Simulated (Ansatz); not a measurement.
`C#[C][Hf]([F])([Cl])[Cl]` + HCl → `[F][Hf]([Cl])([Cl])[Cl]` + acetylene at 600 K and 1 bar (ligand exchange at the Hf–C bond).

Isolated molecules relaxed with PBE0-D4/def2-TZVP in Ansatz; ΔE leaves out vibrations. CBS: MP2 limit from def2 TZ/QZ plus the TZ coupled-cluster correction, frozen cores. This one scheme is used for every species. Elements past krypton have def2 core potentials. For Hf outer-core shells are correlated without core-valence functions, which leaves a few kJ/mol of doubt a bond.

```tsv
species	CCSD(T)/CBS energy (Eh)	H − E (kJ/mol)	S (J/(mol·K))
`C#[C][Hf]([F])([Cl])[Cl]`	-1144.14428	123.2	498.2
HCl	-460.38127	35.4	207.2
`[F][Hf]([Cl])([Cl])[Cl]`	-1527.34680	67.1	445.7
`C#C`	-77.22717	96.2	235.4
```

H − E and S are ideal-gas, rigid-rotor, harmonic terms from PBE0-D4/def2-TZVP. 1 Eh = 2625.50 kJ/mol, R = 8.31446 J/(mol·K).

Question: By hand: ΔE, ΔH, ΔS and ΔG.

Answer: ΔE = (-1527.34680) + (-77.22717) − (-1144.14428) − (-460.38127) = -0.04842 Eh = -127.1 kJ/mol. Δ(H − E) = 67.1 + 96.2 − 123.2 − 35.4 = 4.7, so ΔH = -122.4 kJ/mol. ΔS = 445.7 + 235.4 − 498.2 − 207.2 = -24.3 J/(mol·K). ΔG = -122.4 − 600 × (-24.3)/1000 = -107.8 kJ/mol.

Question: By hand: the equilibrium constant, and the temperature at which ΔG would vanish if ΔH and ΔS stayed fixed.

Answer: log₁₀ K = −ΔG/(RT ln 10) = 9.4. ΔG = 0 at ΔH/ΔS = 5037 K, far beyond where these terms or the molecules hold.

ΔH outweighs TΔS. A doubt of 5 kJ/mol in ΔE shifts log₁₀ K by 0.4 here. These are equilibria of isolated gas molecules and say nothing of rates. Largest T1 diagnostic: 0.015 (customary marks: 0.02 for closed shells, 0.045 for open ones).
